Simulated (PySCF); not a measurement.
# SnF and its ions

UHF-CCSD(T); PySCF, scalar-relativistic core potentials, basis sets Sn def2-TZVPPD with ECP28, F def2-TZVPPD. Neutral (UHF): doublet (π ↑), Re = 1.949 Å, ωe = 578 cm⁻¹, De = 4.85 eV.

SnF⁺ (RHF): singlet (closed shell), Re = 1.875 Å, ωe = 693 cm⁻¹, De = 5.08 eV to Sn⁺ + F. The energies at the minima are -313.41283 hartree for SnF and -313.15462 for SnF⁺.

(1) Work out the adiabatic ionisation energy, without and with harmonic zero-point energies (1 hartree = 27.2114 eV, 1 eV = 8065.5 cm⁻¹), and the change of the bond length.

SnF⁻ (UHF): triplet (π ↑↑), Re = 2.042 Å, ωe = 451 cm⁻¹, De = 2.75 eV to Sn + F⁻. The energies at the minima are -313.41283 hartree for SnF and -313.45519 for SnF⁻.

(2) Work out the adiabatic electron affinity, without and with harmonic zero-point energies (1 hartree = 27.2114 eV, 1 eV = 8065.5 cm⁻¹), and the change of the bond length.

Correlated steps freeze 5 core orbitals. These are scalar-relativistic numbers at best; spin–orbit coupling would shift them, the dissociation energy most. For an ion De counts to the pair picked by the measured ionisation energies or electron affinities, which need not be the lowest pair at this level. Where the molecule has an RHF reference, its open-shell atoms are computed with UHF. States were picked by a PBE0 search and need not be the measured ground states.

Neutral and ion stand on different kinds of reference determinant, which adds to the error of the difference.

Results:

(1) At CCSD(T): 0.25821 hartree = 7.026 eV between the minima; the zero-point term (693.0 − 578.0)/2 cm⁻¹ = +0.007 eV makes it 7.033 eV. Re changes by -7.4 pm against the neutral. The electron leaves a π orbital, and the shorter bond of the ion fits an antibonding orbital, or a change in how ionic the bond is.

(2) At UHF-CCSD(T): 0.04236 hartree = 1.153 eV between the minima; the zero-point term (578.0 − 451.0)/2 cm⁻¹ = +0.008 eV makes it 1.161 eV. Re changes by +9.3 pm against the neutral. The electron enters a π orbital, and the longer bond of the ion fits an antibonding orbital, or a change in how ionic the bond is.
